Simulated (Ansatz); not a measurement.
`B[Se]CF` + `CB(O)CO` → `BB(C)O` + `OC[Se]CF`  (redistribution)

Program: Ansatz. Geometries: PBE0-D4/def2-TZVP. ΔE: electronic, gas phase. CBS: MP2 limit from def2 TZ/QZ plus the TZ coupled-cluster correction, frozen cores. Functionals use def2-TZVPP. B3LYP here is the variant with VWN-RPA as its local correlation; programs differ in this. For Se outer-core shells are correlated without core-valence functions, which leaves a few kJ/mol of doubt a bond. Scalar relativity is left out up to krypton. One conformer a species, not always the lowest.

`B[Se]CF`:

Z-matrix (Å, degrees):
```
C
Se 1 1.956
F 1 1.367 2 111.0
H 1 1.091 2 108.0 3 119.1
H 1 1.090 2 108.1 3 -120.0
B 2 1.893 1 100.4 3 98.5
H 6 1.191 2 116.8 1 -179.5
H 6 1.192 2 119.9 1 1.2
```

`CB(O)CO`:

Cartesian coordinates in Å:
```
C -0.707 0.422 1.131
B 0.450 0.348 0.071
O 1.511 1.201 0.080
C 0.456 -0.717 -1.094
O -0.596 -1.674 -1.079
H -1.653 0.692 0.646
H -0.538 1.146 1.934
H -0.874 -0.561 1.581
H 1.483 1.838 0.797
H 0.506 -0.199 -2.066
H 1.389 -1.288 -1.035
H -1.427 -1.209 -0.965
```

`BB(C)O`:

```xyz
10

B    -0.839    0.743   -1.088
B     0.364    0.119   -0.092
C    -0.043   -0.893    1.044
O     1.694    0.429   -0.164
H    -1.154    0.206   -2.115
H    -1.490    1.706   -0.788
H    -0.855   -1.569    0.762
H     0.813   -1.486    1.377
H    -0.406   -0.321    1.907
H     1.916    1.067   -0.845
```

`OC[Se]CF`:

```xyz
10

O     1.673   -0.326   -0.577
C     0.522   -1.100   -0.469
Se   -1.143   -0.108   -0.793
C    -0.946    1.086    0.716
F    -1.288    0.491    1.905
H     1.712    0.041   -1.466
H     0.486   -1.488    0.548
H     0.491   -1.936   -1.176
H     0.097    1.401    0.770
H    -1.604    1.939    0.542
```

Task: Is it downhill or uphill in electronic energy at CCSD(T)/CBS, and by how much? (An estimate is asked.)

Result: The calculation gave: Uphill: ΔE = +144.1 kJ/mol.

Task: What do these levels give: PBE-D4, r2SCAN-D4, PBE0-D4, B3LYP-D4, ωB97X-V, ωB97M-V, PBE0, HF/def2-TZVPP, MP2/def2-TZVPP, CCSD/def2-TZVPP, HF/def2-QZVPP, SCS-MP2/def2-QZVPP? (An estimate is asked.)

Result: The calculation gave: PBE-D4 137.1, r2SCAN-D4 142.3, PBE0-D4 141.2, B3LYP-D4 137.6, ωB97X-V 138.0, ωB97M-V 143.6, PBE0 141.3, HF/def2-TZVPP 139.3, MP2/def2-TZVPP 147.2, CCSD/def2-TZVPP 143.7, HF/def2-QZVPP 138.7, SCS-MP2/def2-QZVPP 142.0 kJ/mol.

Largest T1 diagnostic among the species: 0.013.

From PBE to PBE0 (25 % exact exchange), in def2-TZVPP and without D4, ΔE moves by +4.1 kJ/mol. In def2-TZVPP, CCSD(T) changes the Hartree–Fock value by +5.3 kJ/mol (the triples alone add +0.9 kJ/mol) and MP2 by +7.9 kJ/mol.
